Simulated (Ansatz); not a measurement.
Geometry optimisation, Ansatz, UKS PBE0-D4/def2-SVP.

input.yaml

```yaml
crystal:
  periodic: [false, false, false]
  atoms:
    - { symbol: Se, position_ang: [-1.8056, -0.37335, -0.1394] }
    - { symbol: Al, position_ang: [0.36334, 0.15693, 0.41883] }
    - { symbol: I, position_ang: [2.40079, -1.31218, 0.27726] }
    - { symbol: H, position_ang: [-1.57755, -0.02864, -1.52679] }
    - { symbol: H, position_ang: [0.61902, 1.55724, 0.9701] }
magnetization:
  spin_polarized: true
basis:
  gaussian: { orbitals: def2-SVP }
hamiltonian:
  xc: pbe0
  dispersion: d4
relax:
  f_tol: 0.02
  max_steps: 50
```

Launched with:

```bash
$ ansatz run input.yaml --threads 2 --pin off --max-ram 3072MiB --backend cpu --events-out ev --progress --plain --runs-dir out
```

Q: Where does it end, and by what steps?

A: It converged. After 11 steps the energy has fallen by 0.351 eV; H4 moved furthest, 0.99 Å.

```csv
step,energy less start (eV),largest force component (eV/Å),accepted
0,0.0000,0.713,yes
1,-0.0809,0.156,yes
2,-0.0873,0.065,yes
3,-0.0952,0.135,yes
4,-0.1169,0.699,yes
5,-0.1430,1.112,yes
6,-0.2600,0.332,yes
7,-0.2812,0.995,yes
8,-0.3146,0.865,yes
9,-0.3507,0.061,yes
10,-0.3510,0.022,yes
11,-0.3512,0.005,yes
```

```xyz
5
Properties=species:S:1:pos:R:3
Se -1.755 0.208 -0.467
Al 0.351 0.400 0.452
I 2.121 -1.196 -0.203
H -1.365 -0.958 -1.276
H 0.648 1.546 1.493
```

Whether the end is a true minimum wasn't checked by a vibrational analysis.

Time of the run: 52 s on 2 threads of Arm Neoverse V1, with other jobs on the host, peak memory 0.29 GiB.
